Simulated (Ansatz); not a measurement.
Energy needed to pull apart GaBH₄O (SMILES [BH2][GaH][OH]), closed shell, into free ground-state atoms, from the structure below (displaced at random from a GFN2-xTB minimum); no zero-point or spin–orbit terms; open-shell atoms are treated unrestricted, in their ground-state multiplicity.

```csv
atom,x (Å),y (Å),z (Å)
B1,-1.4671,0.0538,0.1147
Ga2,0.5589,-0.0094,0.6046
O3,1.3657,-0.1051,-0.8770
H4,-2.0966,-0.9412,0.0407
H5,-2.0065,1.0348,-0.1134
H6,1.5012,0.0336,1.7981
H7,2.1229,-0.1641,-1.5102
```

Computed with Ansatz 0.2.0 (basis: def2-TZVPP); correlated methods freeze the cores. Filled d shells of the heavier atoms are correlated. The def2 sets are not built for correlating such inner shells, so the correlated values are less sure here.

| method | atomization energy (eV) |
| --- | --- |
| PBE-D4 | 21.16 |
| r2SCAN-D4 | 21.27 |
| PBE0-D4 | 20.89 |
| r2SCANh-D4 | 21.12 |
| r2SCAN0-D4 | ? |
| wB97M-V | 21.13 |
| HF | ? |
| MP2 | 21.07 |
| CCSD | 20.46 |
| CCSD(T) | 20.71 |

Q: What does HF give? (Judge from chemistry; the value comes from the calculation.)

A: The calculation gives: 15.33 eV, which is about 5.38 eV less than CCSD(T)/def2-TZVPP.

Q: What does r2SCAN0-D4 give? (To be estimated.)

A: The calculation gives: 20.91 eV, which is about 0.20 eV more than CCSD(T)/def2-TZVPP.

In triple zeta the MP2 and coupled-cluster atomization energies are still short of their basis limit by a few kcal/mol a bond, whereas those of the functionals are nearly converged, so these differences are not deviations from converged CCSD(T).

T1 diagnostic: at most 0.014.

For scale, one of the runs: CCSD(T)/def2-TZVPP forces, 166 basis functions (an equivalent command: `ansatz run in.yaml --threads 4`). Time: 96 s of wall clock on 4 CPU threads; the host was shared. Peak host memory: 2.5 GiB.
